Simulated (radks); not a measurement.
Br, configuration [Ar] 3d10 4s2 4p5.

Calculated with a radial shooting solver on a logarithmic mesh with Libxc functionals: Dirac Kohn-Sham, PBE, spin-unpolarised, spherical densities, point nucleus; open shells are shared between the two j in proportion to 2j + 1.

Energy parts (Ry):
| part | energy |
|---|---|
| total | -5213.18214 |
| kinetic | 5345.74557 |
| electron-nucleus | -12591.35672 |
| Hartree | 2216.83099 |
| exchange-correlation | -184.40197 |

Orbitals (lengths in bohr, moments of r in powers of bohr; <r^-3> diverges for s and p1/2; r(90%) holds 90 % of the orbital's charge):
| orbital | occ. | eigenvalue (Ry) | <r> | <r^-3> | <1/r> | r(90%) |
|---|---|---|---|---|---|---|
| 1s1/2 | 2 | -978.5224 | 0.04275 | - | 35.66 | 0.0764 |
| 2s1/2 | 2 | -127.3187 | 0.1893 | - | 7.955 | 0.293 |
| 2p1/2 | 2 | -114.6489 | 0.1627 | - | 7.922 | 0.266 |
| 2p3/2 | 4 | -111.1575 | 0.1666 | 1298 | 7.662 | 0.272 |
| 3s1/2 | 2 | -17.49085 | 0.5513 | - | 2.606 | 0.821 |
| 3p1/2 | 2 | -13.08620 | 0.5570 | - | 2.488 | 0.851 |
| 3p3/2 | 4 | -12.58391 | 0.5675 | 188.5 | 2.425 | 0.867 |
| 3d3/2 | 4 | -4.94915 | 0.5880 | 23.82 | 2.162 | 0.969 |
| 3d5/2 | 6 | -4.86941 | 0.5921 | 23.04 | 2.146 | 0.976 |
| 4s1/2 | 2 | -1.47938 | 1.675 | - | 0.7950 | 2.50 |
| 4p1/2 | 1.66667 | -0.60228 | 2.073 | - | 0.6401 | 3.21 |
| 4p3/2 | 3.33333 | -0.56584 | 2.122 | 13.66 | 0.6240 | 3.29 |

The highest occupied level is 4p3/2 at -7.699 eV. For comparison, the ionisation energy in NIST's Atomic Spectra Database is 11.814 eV (measured). In exact Kohn-Sham theory the highest level is minus the ionisation energy, but local and semilocal functionals leave it too shallow, through self-interaction and a potential that decays too fast; potentials with the right tail come closer. The density falls to 0.001 e/bohr^3 at r = 4.16 bohr.

Beside tabulated values, note that spin-unpolarised runs miss the spin-polarisation part of the exchange energy of open shells.
